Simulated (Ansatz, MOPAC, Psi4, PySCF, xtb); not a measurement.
Noncovalent pair: GeH4 (SMILES [GeH4]) (first 5 atoms) with H2Se (SMILES [SeH2]); geometry from B3LYP-D3(BJ)/def2-TZVP, rigid monomers moved along the line of their centres of mass till Ge1···Se6 is 3.56 Å.
(charge 0, multiplicity 1):
```xyz
8

Ge     0.111     0.051    -0.084
H     -1.404     0.029     0.157
H      0.391     0.120    -1.595
H      0.744    -1.229     0.483
H      0.732     1.274     0.603
Se    -0.079    -0.645     3.406
H     -0.282     0.366     4.455
H      1.280    -0.150     3.144
```

```tsv
level	interaction energy (kJ/mol)	minus MP2/CBS(aug-cc-pVDZ, aug-cc-pVTZ) + ΔCCSD(T)/aug-cc-pVDZ	cost
PM3	-6.3	-4.6	-
PM7	-3.8	-2.1	-
GFN2-xTB	-6.4	-4.7	-
HF/STO-3G (no counterpoise)	8.1	9.8	-
HF/aug-cc-pVDZ	12.2	13.9	-
PBE/def2-TZVPPD	2.7	4.4	×1
PBE-D4/def2-TZVPPD	-2.9	-1.2	×1
r2SCAN-D4/def2-TZVPPD	-0.7	0.9	×2
B3LYP/6-31G*	8.4	10.1	-
wB97X-V/def2-TZVPPD	-1.3	0.3	×3
wB97M-V/def2-TZVPPD	-2.2	-0.6	×4
MP2/6-31G*	7.0	8.7	-
MP2/CBS(aug-cc-pVDZ, aug-cc-pVTZ) + ΔCCSD(T)/aug-cc-pVDZ	-1.7	0.0	×6
SAPT0/aug-cc-pVDZ	-1.5	0.2	-
```

 The comparison column counts from a level with limits of its own.

The rows run from -6.4 (GFN2-xTB) to 12.2 kJ/mol (HF/aug-cc-pVDZ). The dispersion term adds -5.6 in PBE-D4. The 3 functionals in def2-TZVPPD without D3 or D4 span 4.9, from wB97M-V to PBE.

Monomers are frozen at their geometry in the pair; levels with a basis set take the counterpoise correction. Rows marked so take none.

Cores are frozen in the correlated methods. Filled d and f shells under p-block atoms count as core. CBS: X⁻³ extrapolation of the correlation energy, Hartree–Fock from the larger set. Rows in 6-31G*, STO-3G carry no dispersion term and start afresh at each structure (6-31G* with six Cartesian d functions); the Pople sets are all-electron and without relativity. MP2/6-31G* freezes PySCF's default core, which leaves 3d correlated. The state reached by PM3, PM7 isn't checked; PM7 holds dispersion and hydrogen-bond terms.

Codes used: Ansatz (Gaussian orbitals); MOPAC for PM3, PM7 (differences of heats of formation); Psi4 for SAPT; PySCF for 6-31G* rows, STO-3G rows, the dispersion terms; xtb for the GFN methods. 

Costs are rough ratios of core time to PBE/def2-TZVPPD (about 14 s over the structures, on one shared machine); a dash marks a level with no comparable run of its own.

Ansatz is a first-principles code.
